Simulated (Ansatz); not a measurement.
Cost against result

Saddle point of GeH$_{7}$OF, singlet (GeH₄ + H₂O + HF → GeH₄O ([OH][GeH3]) + HF + H₂; bonds formed: Ge1–O7, H2–H8, H6–F9; bonds broken: Ge1–H2, H6–O7, H8–F9), PBE0-D4/def2-TZVP structure:

```tsv
atom	x (Å)	y (Å)	z (Å)
Ge1	-0.7418	-0.8271	-0.0712
H2	1.1212	-0.8189	-0.1527
H3	-0.6477	-1.6937	-1.3334
H4	-0.5540	-1.5280	1.2839
H5	-2.2176	-0.3032	-0.0383
H6	0.7006	1.3181	0.0303
O7	-0.2927	1.1042	-0.2795
H8	1.6292	-0.0212	0.1104
F9	1.9599	1.0772	0.3588
H10	-0.9572	1.6925	0.0915
```

Barriers are electronic and count from the start structure reached by relaxing down the imaginary mode.

Ansatz 0.2.0; basis: as named in each row; cores frozen in the correlated methods. Filled d shells of the heavier atoms are correlated. The def2 sets are not built for correlating such inner shells, so the correlated values are less sure here. B3LYP uses VWN-RPA correlation. Extrapolation: Hartree–Fock as exp(−7.88 √X), correlation as X^−2.97.

Times are rough, for one single point on 4 threads of a shared host (Arm Neoverse V2).

The estimate by CCSD(T) at an estimated basis limit (MP2 extrapolated from triple and quadruple zeta, plus CCSD(T) − MP2 in triple zeta) is 1.856 eV.

| method | basis | time (s) | barrier (eV) | method less estimate |
| --- | --- | --- | --- | --- |
| HF | STO-3G | under 1 | 2.497 | 0.641 |
| PBE-D4 | STO-3G | under 1 | -0.209 | -2.064 |
| SPW92 | def2-SVP | under 1 | 0.578 | -1.278 |
| B3LYP-D4 | 6-31G | under 1 | 0.894 | -0.962 |
| PBE-D4 | def2-SVP | under 1 | 1.071 | -0.784 |
| SPW92 | def2-TZVPP | under 1 | 0.845 | -1.011 |
| PBE0-D4 | def2-SVP | under 1 | 1.378 | -0.477 |
| PBE-D4 | def2-TZVPP | 1 | 1.299 | -0.556 |
| BLYP-D4 | def2-TZVPP | 1 | 1.430 | -0.426 |
| BHLYP-D4 | def2-TZVPP | 2 | 1.848 | -0.007 |
| PBE0-D4 | def2-TZVPP | 2 | 1.537 | -0.319 |
| B3LYP-D4 | def2-TZVPP | 2 | 1.601 | -0.254 |
| CAM-B3LYP-D4 | def2-TZVPP | 2 | 1.624 | -0.231 |
| r2SCAN-D4 | def2-TZVPP | 3 | 1.410 | -0.446 |
| r2SCAN0-D4 | def2-TZVPP | 3 | 1.598 | -0.258 |
| B2PLYP | def2-TZVPP | 3 | 1.700 | -0.156 |
| wB97M-V | def2-SVP | 4 | 1.500 | -0.355 |
| RPA on PBE | def2-TZVPP | 4 | 1.768 | -0.087 |
| PBE-QIDH | def2-TZVPP | 4 | 1.701 | -0.154 |
| CCSD(T) | def2-SVP | 4 | 1.860 | 0.004 |
| wB97X-V | def2-TZVPP | 5 | 1.696 | -0.159 |
| B97M-V | def2-TZVPP | 6 | 1.606 | -0.249 |
| wB97M-V | def2-TZVPP | 6 | 1.696 | -0.160 |
| MP2 | def2-QZVPP | 15 | 1.776 | -0.079 |
| CCSD(T) | def2-TZVPP | 88 | 1.801 | -0.054 |

All methods are single points on the PBE0-D4 structures; a negative value means that the method puts the saddle structure below the start.

The T1 diagnostic stays at or below 0.013.

Labels in which every atom is bracketed show which atoms are joined, not bond orders.
